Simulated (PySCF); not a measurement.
Stretching GeO

Set-up: basis Ge cc-pVTZ-PP with ECP10, O cc-pVTZ; scalar-relativistic core potentials; PySCF 2.14. Energies in eV from Ge + O in their ground configurations at the same level. State: ¹Σ⁺ (singlet), closed shell.

```json
{"R (Å)": "1.396", "PBE0": "-4.594"}
{"R (Å)": "1.461", "PBE0": "-5.699"}
{"R (Å)": "1.526", "PBE0": "-6.302"}
{"R (Å)": "1.574", "PBE0": "-6.512"}
{"R (Å)": "1.623", "PBE0": "-6.567"}
{"R (Å)": "1.672", "PBE0": "-6.502"}
{"R (Å)": "1.737", "PBE0": "-6.278"}
{"R (Å)": "1.818", "PBE0": "-5.847"}
{"R (Å)": "1.915", "PBE0": "-5.201"}
{"R (Å)": "2.045", "PBE0": "-4.243"}
```

Problem. Put a parabola through the three lowest points of the PBE0 curve and estimate Re, k and ωe (reduced mass 13.15 u; 1 eV/Å² = 0.16022 mdyn/Å; ωe = 1302.8·√(k/μ) cm⁻¹).

Solution. Through R = 1.574, 1.623, 1.672 Å the second-order coefficient is 25.0 eV/Å², so Re ≈ 1.621 Å, k ≈ 8.01 mdyn/Å and ωe ≈ 1017 cm⁻¹. A polynomial fit of higher order to the unrounded PBE0 energies gives Re = 1.619 Å, k = 8.23 mdyn/Å, ωe = 1030 cm⁻¹; anharmonicity and rounding make the difference.

The higher-order fit for each curve: PBE0: Re = 1.619 Å, ωe = 1030 cm⁻¹, De = 6.57 eV.
